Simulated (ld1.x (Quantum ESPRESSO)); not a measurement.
Bi: excitation energies, all-electron against PAW

bismuth, PAW, made with ld1.x (Quantum ESPRESSO) 7.5 (PBE, scalar-relativistic). Core [Kr] 4d10 4f14, reference 5s2 5p6 5d10 6s2 6p2 (charge +1). Waves: 5s (bound): rcut 1.35, rcutus 1.75 bohr; 6s (bound): rcut 1.35, rcutus 1.75 bohr; 5p (bound): rcut 1.40, rcutus 1.90 bohr; 6p (bound): rcut 1.40, rcutus 1.90 bohr; 5d (bound): rcut 1.40, rcutus 1.55 bohr; 5d channel at -2.15 Ry: rcut 1.40, rcutus 1.55 bohr. Local part: all-electron potential smoothed inside 1.35 bohr (lloc = -1). Core correction: a·sin(br)/r model core, default radius (ld1.x builds one for every PAW set, though the input has nlcc=.false.). Augmentation charge: PSQ, inside the norm-conserving radii.

Energies are relative to the spin-unpolarised reference configuration 5s2 5p6 5d10 6s2 6p2; without spin polarisation the order of configurations can differ from experiment.

```tsv
valence configuration	charge	ΔE all-electron (eV)	error AE − PS (meV)
5s2 5p6 5d10 6s2 6p3	0	-7.913	+3.9
5s2 5p6 5d10 6s2 6p1	+2	15.247	-6.0
5s2 5p6 5d10 6s2 6p0	+3	38.590	-15
5s2 5p6 5d10 6s1 6p4	0	2.170	+1.5
5s2 5p6 5d10 6s1 6p0	+4	83.995	-27
5s1 5p6 5d10 6s2 6p3	+1	157.964	-131
5s2 5p6 5d10 6s0 6p5	0	12.589	+0.7
```
